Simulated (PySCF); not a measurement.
**Two-component Hartree-Fock for Lu(44+) (lutetium, charge +44)**

Start: [Ar] 3d9; 3d3/2 filled at m_j = -3/2, -1/2, +1/2, +3/2; 3d5/2 filled at m_j = -3/2, -1/2, +1/2, +3/2, +5/2. Calculated with PySCF 2.14 in an uncontracted even-tempered set (16 s from 10 bohr⁻², ratio 2.8; 13 p from 13 bohr⁻², ratio 2.8; 8 d from 13 bohr⁻², ratio 2.8; 3 f from 50 bohr⁻², ratio 3): generalised Hartree-Fock with the X2C-1e Hamiltonian and a Gaussian nucleus; one run each with spin-orbit coupling (SO) switched off, then screened by Boettger's factors.

| spinor shell | electrons | ε, spin-free (eV) | ε, screened SO (eV) | weight of nominal j (screened SO) | rms radius, screened SO (bohr) |
| --- | --- | --- | --- | --- | --- |
| 1s1/2 | 2 | -65911.8 | -65895.1 | 1.000 | 0.0219 |
| 2s1/2 | 2 | -13175.3 | -13169.9 | 1.000 | 0.0883 |
| 2p1/2 | 2 | -11864.0 | -12665.4 | 1.000 | 0.0752 |
| 2p3/2 | 4 | -11864.0 | -11532.8 | 1.000 | 0.0822 |
| 3s1/2 | 2 | -4601.6 | -4600.1 | 1.000 | 0.221 |
| 3p1/2 | 2 | -4197.1 | -4383.8 | 1.000 | 0.212 |
| 3d3/2 | 4 | -3739.7 | -3773.9 | 0.996 | 0.198 |
| 3d5/2 | 5 | -3739.7 | -3715.6 | 0.997 | 0.201 |

(1) Where does 3p3/2 lie, and what is the 3p spin-orbit splitting (screened SO)?

```json
{"quantity": "E (hartree)", "spin-free": "-13185.38667", "screened SO": "-13200.15764"}
{"quantity": "M_J", "spin-free": "5/2", "screened SO": "5/2"}
{"quantity": "⟨J²⟩", "spin-free": "8.750", "screened SO": "8.750"}
{"quantity": "⟨L²⟩", "spin-free": "6.000", "screened SO": "6.050"}
{"quantity": "⟨S²⟩", "spin-free": "0.750", "screened SO": "0.800"}
```

Each row is a mean over spinors that exchange with the open shell spreads, by up to 25.785 eV (3p3/2).

Breit and QED terms are absent; they matter most for the inner s and p1/2 levels.

Densities and radii are taken from the X2C orbitals without a picture-change correction, which distorts them close to the nucleus.

Without spin-orbit coupling the j labels of p, d and f shells carry no meaning; the spin-free column gives the mean over the occupied spinors of each nl shell.

## Answers

(1) At -4118.7 eV, 265.08 eV above 3p1/2.
